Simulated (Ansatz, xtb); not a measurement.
C4H6N2O: 3 structures ranked

3 gas-phase structures of C4H6N2O, from a drawn sample of its isomers (lower ones may exist). Each was relaxed with GFN2-xTB:

A. `Cc1cn(O)cn1`, a singlet
B. `Cc1cncn1O`, a singlet
C. `Cc1nccn1O`, a singlet

**Question.** Make a reasoned guess at their ranking by r2SCAN-D4/def2-SVP//GFN2-xTB single-point energy.

**Answer.** Calculated order at r2SCAN-D4/def2-SVP//GFN2-xTB: C (0.000), B (0.070), A (0.089) eV. Less than 1 kcal/mol parts B and A, so the order within that pair means little.

Energies above the lowest of each column, in eV; the last columns are at r2SCAN-D4/def2-SVP geometries:

```json
{"structure": "C", "GFN2-xTB": "0.000", "HF/STO-3G": "0.000", "r2SCAN-D4/def2-SVP//GFN2-xTB": "0.000", "r2SCAN-D4/def2-SVP": "0.000", "CCSD(T)/def2-SVP + ΔMP2/def2-TZVPP": "0.000"}
{"structure": "B", "GFN2-xTB": "0.035", "HF/STO-3G": "0.049", "r2SCAN-D4/def2-SVP//GFN2-xTB": "0.070", "r2SCAN-D4/def2-SVP": "0.059", "CCSD(T)/def2-SVP + ΔMP2/def2-TZVPP": "0.063"}
{"structure": "A", "GFN2-xTB": "0.055", "HF/STO-3G": "0.099", "r2SCAN-D4/def2-SVP//GFN2-xTB": "0.089", "r2SCAN-D4/def2-SVP": "0.087", "CCSD(T)/def2-SVP + ΔMP2/def2-TZVPP": "0.070"}
```

Every level run on C puts it lowest or level with the lowest. Flexible structures stand in one conformer each, not always the lowest. ΔMP2 is the change of the MP2 energy from the smaller to the larger basis.

Programs: Ansatz 0.2.0, xtb 6.7.1.
